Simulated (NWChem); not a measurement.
# phosphorus nitride (PN); SMILES N#P

```xyz
2

N      0.0000     0.0000     1.0049
P      0.0000     0.0000    -0.4745
```
Atoms are numbered in this order, from 1.

Geometry: optimised at PBE0-D3(BJ)/def2-TZVP.

Q: List the 4 lowest vertical singlet excitations and the 4 lowest triplet ones from PBE/6-31+G* (spherical d), TDA (NWChem).

A: 
```csv
state,energy (eV),oscillator strength,leading excitation (squared amplitude)
S1,5.15,0.002,HOMO → LUMO (0.99)
S2,5.15,0.002,HOMO → LUMO+1 (0.99)
S3,5.17,0.000,HOMO−2 → LUMO (0.50)
S4,5.56,0.000,HOMO−2 → LUMO+1 (0.49)
T1,3.88,spin-forbidden,HOMO−2 → LUMO+1 (0.50)
T2,3.94,spin-forbidden,HOMO → LUMO (1.00)
T3,3.94,spin-forbidden,HOMO → LUMO+1 (1.00)
T4,4.34,spin-forbidden,HOMO−2 → LUMO+1 (0.49)
```
